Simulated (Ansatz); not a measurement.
Relaxation of BFH3Sn (6 atoms, charge 0, multiplicity 2), to a largest force component of 0.015 eV/Å in at most 40 steps.

The calculation used Ansatz, UKS PBE0/def2-SVP.

```xyz
6
Properties=species:S:1:pos:R:3:forces:R:3
F -1.357 -1.418 0.807 -0.24 -0.28 0.68
B -0.698 -0.906 -0.189 -0.14 1.34 0.21
Sn 0.163 1.256 -0.035 0.62 -0.95 0.26
H -0.675 -1.509 -1.191 0.23 -0.59 -0.97
H 1.659 1.198 -0.927 -0.18 0.23 -0.26
H 0.907 1.378 1.535 -0.29 0.25 0.08
```

**Question.** Where does it end, and by what steps?

**Answer.** The forces met the threshold. After 9 steps the energy has fallen by 0.256 eV; Sn3 moved furthest, 0.39 Å.

```tsv
step	energy less start (eV)	largest force component (eV/Å)	accepted
0	0.0000	1.339	yes
1	-0.0262	1.364	yes
2	-0.1671	1.283	yes
3	-0.2045	1.060	yes
4	-0.2444	0.322	yes
5	-0.2468	0.267	yes
6	-0.2550	0.059	yes
7	-0.2555	0.029	yes
8	-0.2556	0.033	yes
9	-0.2557	0.002	yes
```

```xyz
6
Properties=species:S:1:pos:R:3
F -1.431 -1.423 0.811
B -0.706 -0.944 -0.183
Sn 0.404 0.967 0.065
H -0.737 -1.513 -1.252
H 1.646 1.344 -1.054
H 0.825 1.569 1.614
```

Whether the end is a true minimum wasn't checked by a vibrational analysis.

The run took 32 s on 1 thread of Intel(R) Xeon(R) Platinum 8488C (Sapphire Rapids) (shared host), peak memory 0.19 GiB.
